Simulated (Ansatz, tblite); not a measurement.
Forces on Cd₉H₂₄Se₉, a nanocrystal cut from wurtzite CdSe (hydrogen-capped) at its r2SCAN-D4/def2-SVP geometry. The state is a singlet with charge 0.

In the def2 sets Cd takes a core potential; there is no spin–orbit coupling. The xTB rows come from tblite. Single mean-field runs in def2-TZVP are fitted with def2-universal-jkfit.

GFN1-xTB (tblite), largest force 1.00 eV/Å:

```xyz
42
positions Å, forces eV/Å
Cd   -2.062    0.613   -5.703    0.114   -0.012    0.392
Se   -3.001    2.380   -2.949   -0.697    0.699   -0.175
Se   -0.491   -0.337   -3.102    0.214   -0.298   -0.256
Cd    1.616    1.258   -2.431   -0.038    0.126    0.052
Cd   -2.587    2.746   -0.026    0.034   -0.001    0.127
Se    0.129    2.664   -0.267   -0.002    0.581   -0.013
Se    3.069   -0.268   -0.700    0.164   -0.300   -0.288
Cd    6.042    0.770   -0.236   -0.405   -0.022    0.042
Cd    0.916    2.814    2.340   -0.131   -0.004    0.016
Se    3.792    2.507    1.639    0.406    0.717    0.572
Cd   -1.900   -2.048   -1.515   -0.106    0.061    0.070
Se   -2.641    0.062    0.453   -0.564    0.054    0.133
Se   -0.004   -3.157    0.101    0.207   -0.259   -0.300
Cd    2.171   -1.968    1.233   -0.027    0.063    0.123
Cd   -2.111   -0.031    3.126    0.012    0.129   -0.020
Se    0.564    0.123    2.618    0.085    0.067    0.571
Cd   -0.957   -5.808    1.585    0.043    0.399   -0.074
Se   -2.079   -3.006    3.162   -0.549   -0.179    0.820
H    -0.917    1.769   -6.138   -0.281   -0.201   -0.030
H    -3.324   -0.486   -5.508    0.193    0.243   -0.154
H    -2.950    3.821   -3.250   -0.022   -0.681    0.085
H    -4.471    2.405   -2.859    0.679   -0.027   -0.096
H     0.315   -1.377   -3.762   -0.268    0.353    0.248
H     2.234    2.515   -3.383   -0.133   -0.338    0.207
H    -3.600    3.978    0.527    0.248   -0.305   -0.148
H     0.340    4.077   -0.620   -0.058   -0.483    0.099
H     3.404   -1.318   -1.675   -0.138    0.357    0.335
H     5.984    1.908   -1.477    0.139   -0.194    0.252
H     6.365   -0.303    1.022    0.064    0.242   -0.240
H     0.750    4.062    3.464    0.053   -0.309   -0.280
H     4.019    3.951    1.461   -0.055   -0.682    0.061
H     4.253    2.560    3.036   -0.162   -0.040   -0.666
H    -3.380   -2.766   -1.920    0.384    0.149    0.072
H    -4.102   -0.097    0.534    0.493    0.035   -0.044
H     0.739   -3.825   -0.981   -0.251    0.251    0.364
H     3.121   -2.634    2.468   -0.215    0.136   -0.332
H    -3.009    0.528    4.441    0.221   -0.150   -0.324
H     1.038    0.003    4.006   -0.144    0.022   -0.475
H    -2.378   -5.958    0.693    0.249   -0.089    0.224
H     0.400   -5.903    2.578   -0.298   -0.099   -0.147
H    -3.524   -3.130    3.417    0.674    0.002   -0.128
H    -1.771   -3.097    4.599   -0.134   -0.013   -0.673
```

GFN2-xTB (tblite), largest force 0.92 eV/Å:

```
Cd 0.035 -0.038 -0.001
Se -0.295 0.242 -0.266
Se 0.273 -0.347 -0.208
Cd 0.409 0.538 -0.623
Cd -0.351 0.451 0.281
Se 0.099 0.652 -0.165
Se 0.099 -0.351 -0.324
Cd -0.011 -0.038 -0.032
Cd -0.141 0.456 0.422
Se 0.351 0.254 0.171
Cd -0.694 -0.501 -0.335
Se -0.675 -0.074 0.036
Se 0.249 -0.210 -0.363
Cd 0.584 -0.475 0.527
Cd -0.323 0.285 0.470
Se 0.219 -0.057 0.641
Cd 0.028 -0.001 -0.042
Se -0.208 -0.271 0.316
H -0.194 -0.097 0.006
H 0.100 0.178 -0.071
H -0.103 -0.234 0.023
H 0.235 0.082 -0.065
H -0.188 0.244 0.159
H -0.214 -0.381 0.328
H 0.263 -0.313 -0.119
H -0.005 -0.237 0.014
H -0.083 0.246 0.229
H 0.070 -0.093 0.183
H 0.024 0.177 -0.123
H 0.021 -0.317 -0.283
H 0.023 -0.232 0.107
H -0.029 0.078 -0.242
H 0.460 0.253 0.152
H 0.232 -0.014 -0.048
H -0.174 0.160 0.253
H -0.320 0.236 -0.374
H 0.230 -0.121 -0.337
H -0.042 -0.020 -0.233
H 0.136 -0.030 0.166
H -0.203 -0.037 -0.064
H 0.251 -0.018 0.048
H -0.138 -0.025 -0.215
```

PBE0-D4/def2-TZVP (Ansatz), largest force 0.16 eV/Å:

```
Cd 0.006 -0.014 -0.029
Se -0.064 0.075 0.022
Se 0.084 -0.084 0.019
Cd -0.055 -0.123 0.085
Cd 0.093 -0.098 0.001
Se -0.006 0.078 0.006
Se -0.046 -0.087 -0.070
Cd 0.025 -0.014 -0.016
Cd -0.032 -0.101 -0.084
Se 0.002 0.076 0.067
Cd 0.143 0.062 0.033
Se -0.073 0.015 0.024
Se 0.066 0.019 -0.099
Cd -0.086 0.058 -0.121
Cd 0.076 0.001 -0.111
Se 0.004 0.016 0.077
Cd 0.008 -0.029 -0.012
Se -0.055 0.022 0.081
H 0.028 0.038 -0.003
H -0.038 -0.024 0.015
H -0.016 -0.077 0.013
H 0.079 0.011 -0.011
H -0.055 0.076 0.063
H 0.013 0.036 -0.020
H -0.033 0.036 0.003
H -0.015 -0.099 0.024
H -0.040 0.077 0.074
H -0.009 0.037 -0.028
H 0.002 -0.024 0.041
H 0.009 0.037 0.031
H -0.005 -0.077 0.020
H -0.019 0.009 -0.077
H -0.041 -0.014 -0.006
H 0.102 0.011 -0.006
H -0.053 0.064 0.077
H 0.021 -0.013 0.035
H -0.028 0.002 0.040
H -0.033 0.008 -0.097
H -0.043 0.005 -0.019
H 0.033 0.007 0.033
H 0.080 0.002 -0.002
H -0.029 0.000 -0.075
```
